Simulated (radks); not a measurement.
Q: Neutral copper, [Ar] 3d10 4s1. Calculated with a radial shooting solver on a logarithmic mesh with Libxc functionals: non-relativistic Kohn-Sham, r2SCAN, spin-polarised, spherical densities, point nucleus; meta-GGA in the generalised Kohn-Sham scheme. Every spin shell is full or empty, so the densities are truly spherical. Functionals are evaluated on that one density, not self-consistently. Rank these exchange functionals by their error against the exact value of the orbitals, and give that value: LDA, B88, PBE, PBEsol, revPBE, PW86, AM05, APBE, TPSS, revTPSS, SCAN, MS2, MVS.

A: Exact: -65.6179 hartree. From best to worst, with 100 (|E| - |E exact|)/|E exact| (equal figures are ties): PBE +0.03, MS2 +0.06, revPBE +0.25, MVS +0.31, revTPSS -0.31, TPSS +0.44, B88 +0.52, SCAN +0.57, PW86 +0.65, APBE +0.95, PBEsol -2.30, AM05 -5.11, LDA -5.65.
